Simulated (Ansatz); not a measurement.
Input for Ansatz (a quantum-chemistry and plane-wave program): R-PBE0/def2-TZVPPD on AsH3 (SMILES [AsH3]) with ghost functions, monomers drawn apart or pushed together. Files ending in .json are basis or fitting sets from the Basis Set Exchange.

Ansatz 0.2 input:
```yaml
crystal:
  periodic: [false, false, false]
  atoms:
    - {symbol: As, position_ang: [-0.37087047, -0.12669010, -0.24454212]}
    - {symbol: H, position_ang: [-1.82746168, -0.18720242, -0.67450692]}
    - {symbol: H, position_ang: [0.14982197, -0.50947290, -1.62037825]}
    - {symbol: H, position_ang: [-0.25696793, 1.36491626, -0.51510325]}
basis:
  gaussian:
    orbitals: def2-TZVPPD.json
    ghost_atoms:
      - {symbol: O, position_ang: [1.01580092, -1.42940850, 3.92067061]}
      - {symbol: Si, position_ang: [0.89290203, -0.17079662, 4.97731211]}
      - {symbol: H, position_ang: [0.75684996, -1.26138220, 3.00517511]}
      - {symbol: H, position_ang: [1.77787677, 0.96068890, 4.59868423]}
      - {symbol: H, position_ang: [1.29797309, -0.69425978, 6.29757944]}
      - {symbol: H, position_ang: [-0.49531234, 0.35316672, 5.05362554]}
hamiltonian:
  xc: {name: PBE0}
scf: {lower_state_search: off}
```

Output:

```
Functional definition: PBE0
[...]
these checks for a lower state are left out or cut short: stability, starts, cluster_reference, orbital_swaps, neighbouring_geometries, increment
integrals: 0.19 GiB planned
1306 factors; their error is unknown
mean field: 1.43 GiB planned
mean field evaluation 1: about -60881.9424 eV, gradient 1.1e1 eV
mean field evaluation 2: about -60882.0969 eV, gradient 5.9e0 eV
mean field evaluation 4: about -60882.1364 eV, gradient 3.4e-1 eV
mean field evaluation 8: about -60882.3768 eV, gradient 2.0e-2 eV
mean field -60882.37679768 eV, -2237.3860797576 hartree, gradient 2.9e-6 eV, S^2 0.000000; 0 other end points of the search recorded, 0 dependent functions left out
reference -60882.37683150 eV, -2237.3860810005 hartree; 18, 18 occupied and 243, 243 virtual orbitals, 1306 factors
Total energy: -60882.37683150 eV, -2237.3860810005 hartree
Checks for a lower state left out: stability, starts, cluster_reference, orbital_swaps, neighbouring_geometries, increment
```

The calculation finished and met its thresholds.

Cost: very roughly 4 core-seconds.
